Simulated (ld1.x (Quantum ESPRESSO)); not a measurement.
Transferability test, TM semilocal potential for arsenic

* Element: arsenic
* Generator: ld1.x (Quantum ESPRESSO) 7.5
* Type: norm-conserving Troullier–Martins (semilocal form)
* Functional: PBEsol
* Relativity: scalar-relativistic
* Frozen core: [Ar]
* Valence charge: 15
* Reference configuration: 3d10 4s2 4p1 (charge +2)
* Partial waves: 4s (bound): rc 1.45 bohr; 4p (bound): rc 1.80 bohr; 3d (bound): rc 0.55 bohr
* Local potential: the d channel
* Core correction: a·sin(br)/r model core inside 0.50 bohr

Energies are relative to the spin-unpolarised reference configuration 3d10 4s2 4p1; without spin polarisation the order of configurations can differ from experiment.

(1) Give the all-electron excitation energy and the error of the potential for: 3d10 4s2 4p3; 3d10 4s2 4p2; 3d10 4s2 4p0; 3d10 4s1 4p4; 3d10 4s2 4p2.5; 3d10 4s2 4p3.3; 3d10 4s1 4p3.

Levels in the configuration 3d10 4s1 4p4:

| level | all-electron (eV) | pseudo (eV) |
| --- | --- | --- |
| 3d | -42.294 | -42.500 |
| 4s | -15.381 | -15.392 |
| 4p | -5.840 | -5.844 |

Answers

(1)

| valence configuration | charge | ΔE all-electron (eV) | error AE − PS (meV) |
| --- | --- | --- | --- |
| 3d10 4s2 4p3 | 0 | -27.099 | +11 |
| 3d10 4s2 4p2 | +1 | -17.941 | +4.7 |
| 3d10 4s2 4p0 | +3 | 27.723 | -3.1 |
| 3d10 4s1 4p4 | 0 | -17.674 | +4.9 |
| 3d10 4s2 4p2.5 | +0.5 | -23.542 | +7.7 |
| 3d10 4s2 4p3.3 | -0.3 | -28.333 | +12 |
| 3d10 4s1 4p3 | +1 | -7.826 | +0.2 |
